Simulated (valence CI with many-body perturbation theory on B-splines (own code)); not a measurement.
Results of a calculation; reference values are marked as such.
Ho36+: what each term of the Hamiltonian does

Level of theory: configuration interaction combined with many-body perturbation theory (CI+MBPT): three valence electrons over a frozen Dirac-Fock core [Ar] 3d10, radial functions for each j: 11 s, 11 p, 9 d, 7 f, 5 g, 2 h, 1 i, with the one-electron correlation potential Σ1 (screened to all orders), the two-electron term Σ2, the three-electron term Σ3, Breit, model QED; selected single and double excitations, second order for the rest (own B-spline code, finite nucleus).

The last digits are not significant, and no measured levels were compared; by estimate large intervals hold to a few tenths of a per cent, small ones and those within an open d or f shell to about a per cent.

Each rung adds one term. CI alone is the Dirac-Coulomb CI over the frozen core; QED comes last and gives the full result, which names the levels. Energies are above (4s^2 4p1/2) J=1/2 on the same rung, in eV.

Levels are named by their leading jj configuration (3d3/2^4 stands for four electrons in 3d with j = 3/2), which in mixed levels can hold well under half, so a name can repeat and another be missing. Letters in brackets count levels of one name in rising energy.

```
                     Level  CI alone
        (4s^2 4p3/2) J=3/2     57.87
        (4s 4p1/2^2) J=1/2     79.50
(4s 4p1/2 4p3/2) J=3/2 [a]    126.41
    (4s 4p1/2 4p3/2) J=5/2    133.67
(4s 4p1/2 4p3/2) J=3/2 [b]    144.31
    (4s 4p1/2 4p3/2) J=1/2    147.64
        (4s 4p3/2^2) J=5/2    186.54
        (4s^2 4d3/2) J=3/2    193.77
        (4s 4p3/2^2) J=1/2    205.20
        (4s^2 4d5/2) J=5/2    210.06
        (4s 4p3/2^2) J=3/2    210.13
     (4p1/2^2 4p3/2) J=3/2    225.32
(4s 4p1/2 4d3/2) J=3/2 [a]    256.59
    (4s 4p1/2 4d3/2) J=5/2    261.62
(4s 4p1/2 4d3/2) J=3/2 [b]    272.90
    (4s 4p1/2 4d3/2) J=1/2    274.32
```

**Question.** What do these energies become with core correlation, Breit and QED?

**Answer.** (4s^2 4p3/2) J=3/2 57.54 (-0.327); (4s 4p1/2^2) J=1/2 79.36 (-0.137); (4s 4p1/2 4p3/2) J=3/2 [a] 126.29 (-0.119); (4s 4p1/2 4p3/2) J=5/2 133.28 (-0.393); (4s 4p1/2 4p3/2) J=3/2 [b] 143.49 (-0.827); (4s 4p1/2 4p3/2) J=1/2 146.33 (-1.310); (4s 4p3/2^2) J=5/2 185.95 (-0.586); (4s^2 4d3/2) J=3/2 192.16 (-1.612); (4s 4p3/2^2) J=1/2 203.93 (-1.272); (4s^2 4d5/2) J=5/2 208.10 (-1.962); (4s 4p3/2^2) J=3/2 208.23 (-1.900); (4p1/2^2 4p3/2) J=3/2 224.02 (-1.300); (4s 4p1/2 4d3/2) J=3/2 [a] 255.73 (-0.863); (4s 4p1/2 4d3/2) J=5/2 260.62 (-1.003); (4s 4p1/2 4d3/2) J=3/2 [b] 271.36 (-1.543); (4s 4p1/2 4d3/2) J=1/2 272.50 (-1.822).

**Question.** How does the ionisation energy move along the ladder, and which term matters most?

**Answer.** CI alone 1599.3, + Σ1 1601.0, + Σ2 1600.9, + Σ3 1600.9, + Breit 1599.1, + QED 1599.2 eV. The largest step is Σ1, 1.8 eV, with Breit about as large (-1.7). NIST lists 1598 ± 5 eV (theoretical).
